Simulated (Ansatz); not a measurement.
```yaml
crystal:
  periodic: [false, false, false]
  atoms:
    - {symbol: O, position_ang: [-0.685856, 0.247927, -0.346814]}
    - {symbol: h, position_ang: [0.685856, -0.247927, 0.346814]}
basis:
  gaussian: {orbitals: x2c-TZVPPall}
magnetization: {spin_polarized: true, initial_magnetization: 1}
hamiltonian: {xc: {name: PBEsol}}
accuracy: high
scf: {lower_state_search: full}
```

```sh
$ ansatz run in.yaml --threads 2 --pin off --events-out ev --progress --plain --max-ram 32768MiB --backend cpu
```

It prints (some lines left out):

```
Error: YAML parse error: error: line 5 column 16: `h` is not an element symbol (H … Og, case-exact)
 --> <input>:5:16
3 |   atoms:
4 |     - {symbol: O, position_ang: [-0.685856, 0.247927, -0.346814]}
5 |     - {symbol: h, position_ang: [0.685856, -0.247927, 0.346814]}
6 | basis:
7 |   gaussian: {orbitals: x2c-TZVPPall}
```

(1) Something in this input is off. What?

Results:

(1) An element symbol is wrong. The program refused the input.
